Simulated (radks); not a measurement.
Valence configurations of Dy III (all share [Xe]). Calculated with a radial shooting solver on a logarithmic mesh with Libxc functionals: scalar-relativistic Kohn-Sham, PBEsol, spin-unpolarised, spherical densities, point nucleus. Energies are relative to 4f10; eigenvalues in eV.

valence          E (eV)    e(4f)    e(5d)    e(6p)    e(6s)
4f10              0.000  -17.104        -        -        -
4f9.5 6p0.5       4.399  -21.980        -  -11.379        -
4f9.5 5d0.5       2.348  -20.066  -14.317        -        -
4f9 5d1           5.831  -23.268  -15.135        -        -
4f8.5 6p1.5      19.233  -32.792        -  -13.517        -
4f7.5 6s1 6p1.5  37.813  -43.545        -  -14.789  -20.488
4f9.5 6s0.5       2.151  -21.329        -        -  -15.469
4f8 6p2          30.113  -38.631        -  -14.434        -
4f7.5 6s0.5 6p2  40.668  -44.139        -  -15.049  -20.771
4f8.5 5d1 6p0.5  13.166  -28.687  -17.383  -11.905        -

NIST lists [Xe] 4f10 as the ground configuration; this level of theory agrees among the configurations tried. The energies are those of spherical spin-averaged densities, not of single terms.
